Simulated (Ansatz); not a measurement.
Geometry optimisation, Ansatz 0.2.0, UKS B3LYP-D4/6-31G*.

Input:

```yaml
crystal:
  periodic: [false, false, false]
  atoms:
    - { symbol: Mg, position_ang: [-1.505769, 0.341843, 1.845335] }
    - { symbol: O, position_ang: [0.217633, -0.90891, -0.750262] }
    - { symbol: C, position_ang: [0.662174, -0.015901, -1.764708] }
    - { symbol: Cl, position_ang: [-3.688188, 0.608693, 1.854371] }
    - { symbol: H, position_ang: [0.732723, -0.727608, 0.053705] }
    - { symbol: O, position_ang: [0.479281, 0.265718, 2.069334] }
    - { symbol: H, position_ang: [1.715571, -0.188379, -2.031352] }
    - { symbol: H, position_ang: [0.545302, 1.040839, -1.476355] }
    - { symbol: H, position_ang: [0.048868, -0.201965, -2.650499] }
    - { symbol: H, position_ang: [0.792404, -0.21433, 2.85053] }
magnetization:
  spin_polarized: true
basis:
  gaussian: { orbitals: "6-31G*" }
hamiltonian:
  xc: b3lyp
  dispersion: d4
relax:
  f_tol: 0.03
  max_steps: 50
```

Launched with:

```bash
$ ansatz run input.yaml --threads 2 --pin off --max-ram 3072MiB --backend cpu --events-out ev --progress --plain --runs-dir out
```

Question: Where does it end, and by what steps?

Answer: It converged. After 13 steps the energy has fallen by 1.106 eV; Cl4 moved furthest, 0.98 Å. Joined: Mg1–O2.

```tsv
step	energy less start (eV)	largest force component (eV/Å)	accepted
0	0.0000	2.269	yes
1	-0.3827	1.132	yes
2	-0.6275	0.756	yes
3	-0.8621	0.673	yes
4	-1.0180	0.274	yes
5	-1.0557	0.207	yes
6	-1.0781	0.159	yes
7	-1.0891	0.269	yes
8	-1.0865	0.411	no
9	-1.0996	0.098	yes
10	-1.1028	0.139	yes
11	-1.1031	0.314	yes
12	-1.1053	0.059	yes
13	-1.1057	0.024	yes
```

```xyz
10
Properties=species:S:1:pos:R:3
Mg -1.076 -0.008 1.237
O 0.142 -0.546 -0.326
C 0.435 0.060 -1.592
Cl -3.249 0.397 1.004
H 0.898 -0.476 0.310
O 0.544 -0.043 2.102
H 1.211 -0.511 -2.110
H 0.759 1.100 -1.469
H -0.486 0.034 -2.177
H 0.822 -0.007 3.021
```

The run took 65 s on 2 threads of Arm Neoverse V1, with other jobs on the host, peak memory 0.28 GiB.
